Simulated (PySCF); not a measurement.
## Atomic charges by several schemes

Species: C5H6F5O (charge -1).
Atom-mapped SMILES: `[CH3:1][CH2:2][C@@H:3]([O-:4])[C:5]([F:6])([F:7])[C:8]([F:9])([F:10])[F:11]` (hydrogens: H12, H13, H14 on C1; H15, H16 on C2; H17 on C3)

Cartesian coordinates in Å at the GFN2-xTB level; atoms count from 1:
```xyz
17
C5H6F5O angstrom
C     -2.5118   -0.4449   -0.3332
C     -1.3273    0.4321    0.0373
C     -0.0260   -0.4373    0.0409
O      0.3489   -0.9489   -1.0684
C      1.1126    0.5569    0.6730
F      0.9403    0.7796    2.0233
F      1.1365    1.8112    0.1286
C      2.5118   -0.0324    0.5034
F      2.9723    0.0161   -0.7406
F      3.4348    0.6426    1.2473
F      2.5941   -1.2959    0.9283
H     -2.2685   -0.9766   -1.2501
H     -3.4158    0.1466   -0.4868
H     -2.7002   -1.1795    0.4489
H     -1.2015    1.2166   -0.7109
H     -1.4721    0.8924    1.0186
H     -0.1351   -1.1663    0.9172
```

Density: PBE0/pcSseg-1 (PySCF); schemes: Mulliken, IAO, Hirshfeld and ESP-fitted. Isolated species at its GFN2-xTB geometry (one conformer only). The pcSseg-1 basis has no diffuse functions, a weakness for an anion.

Task: At which atom do the 4 schemes differ most?

Result: At C8: from +0.230 (Hirshfeld) to +0.833 e (Mulliken), 0.603 e apart.

Task: Which atoms carry the highest charge in the Mulliken, IAO, Hirshfeld and ESP-fitted schemes?

Result: The schemes don't all agree: Mulliken C8 (+0.833); IAO C8 (+0.787); Hirshfeld C8 (+0.230); ESP-fitted C3 (+0.543).

Task: Tabulate the Mulliken, IAO, Hirshfeld and ESP-fitted charges.

Result: In e:

```json
{"atom": "C1", "environment": "methyl carbon", "Mulliken": "-0.245", "IAO": "-0.413", "Hirshfeld": "-0.136", "ESP-fitted": "-0.317"}
{"atom": "C2", "environment": "chain CH2 carbon", "Mulliken": "-0.258", "IAO": "-0.297", "Hirshfeld": "-0.112", "ESP-fitted": "+0.054"}
{"atom": "C3", "environment": "sp3 carbon bound to oxygen", "Mulliken": "+0.117", "IAO": "+0.161", "Hirshfeld": "-0.021", "ESP-fitted": "+0.543"}
{"atom": "O4", "environment": "alkoxide oxygen", "Mulliken": "-0.670", "IAO": "-0.794", "Hirshfeld": "-0.505", "ESP-fitted": "-0.836"}
{"atom": "C5", "environment": "CF2 carbon", "Mulliken": "+0.353", "IAO": "+0.451", "Hirshfeld": "+0.128", "ESP-fitted": "+0.130"}
{"atom": "F6", "environment": "fluorine of a CF2 group", "Mulliken": "-0.334", "IAO": "-0.325", "Hirshfeld": "-0.138", "ESP-fitted": "-0.232"}
{"atom": "F7", "environment": "fluorine of a CF2 group", "Mulliken": "-0.326", "IAO": "-0.309", "Hirshfeld": "-0.120", "ESP-fitted": "-0.205"}
{"atom": "C8", "environment": "CF3 carbon", "Mulliken": "+0.833", "IAO": "+0.787", "Hirshfeld": "+0.230", "ESP-fitted": "+0.527"}
{"atom": "F9", "environment": "fluorine of a CF3 group", "Mulliken": "-0.256", "IAO": "-0.264", "Hirshfeld": "-0.097", "ESP-fitted": "-0.175"}
{"atom": "F10", "environment": "fluorine of a CF3 group", "Mulliken": "-0.315", "IAO": "-0.314", "Hirshfeld": "-0.145", "ESP-fitted": "-0.227"}
{"atom": "F11", "environment": "fluorine of a CF3 group", "Mulliken": "-0.274", "IAO": "-0.278", "Hirshfeld": "-0.097", "ESP-fitted": "-0.195"}
{"atom": "H12", "environment": "methyl hydrogen", "Mulliken": "+0.105", "IAO": "+0.147", "Hirshfeld": "+0.024", "ESP-fitted": "+0.077"}
{"atom": "H13", "environment": "methyl hydrogen", "Mulliken": "+0.070", "IAO": "+0.107", "Hirshfeld": "+0.012", "ESP-fitted": "+0.039"}
{"atom": "H14", "environment": "methyl hydrogen", "Mulliken": "+0.076", "IAO": "+0.117", "Hirshfeld": "+0.019", "ESP-fitted": "+0.050"}
{"atom": "H15", "environment": "methylene hydrogen", "Mulliken": "+0.081", "IAO": "+0.118", "Hirshfeld": "+0.006", "ESP-fitted": "-0.020"}
{"atom": "H16", "environment": "methylene hydrogen", "Mulliken": "+0.063", "IAO": "+0.102", "Hirshfeld": "0.000", "ESP-fitted": "-0.049"}
{"atom": "H17", "environment": "methine hydrogen", "Mulliken": "-0.022", "IAO": "+0.004", "Hirshfeld": "-0.050", "ESP-fitted": "-0.163"}
```

Mean size of the charges over all atoms: IAO 0.293 e, Mulliken 0.259 e, ESP-fitted 0.226 e, Hirshfeld 0.108 e. Each set sums to the total charge, -1, to within 0.001 e. The Mulliken scheme gives each basis function's population to the atom it is centred on and halves the overlap population of two atoms between them.

Task: How many electrons does the Hirshfeld scheme count on C1?

Result: Z − q = 6 − (-0.136) = 6.136.

Task: How closely do the schemes follow one another over all atoms?

Result: Correlation coefficient and root-mean-square difference: Mulliken with IAO 0.99, 0.063 e; IAO with Hirshfeld 0.94, 0.225 e; Mulliken with Hirshfeld 0.92, 0.201 e; Hirshfeld with ESP-fitted 0.86, 0.193 e; IAO with ESP-fitted 0.86, 0.184 e; Mulliken with ESP-fitted 0.84, 0.179 e.
